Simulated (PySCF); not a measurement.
Excited states of Mg (magnesium, neutral)

Ground state [Ne] 3s2, ¹S. Calculation: PySCF 2.14, in def2-TZVP (5s4p3d, 32 functions); no relativity, point nucleus. Vertical excitation energies in eV without spin-orbit coupling; excited terms of each kind are numbered among those the solver found. Frozen: [He] 2s2.

```
 term  leading excitation  EOM-EE-CCSD  measured centre of gravity (NIST)
1 3P°              3s → p        2.683                       2.714 (3s3p)
1 1P°              3s → p        4.581                       4.346 (3s3p)
 1 3S              3s → s        6.176                       5.108 (3s4s)
 1 1S              3s → s        7.161                       5.394 (3s4s)
 1 3D              3s → d        7.348                       5.946 (3s3d)
```

Only the lower part of the computed list is shown. Doubly excited terms such as np² are absent. The solver can miss terms. Rydberg members are limited by the diffuse functions of the basis.
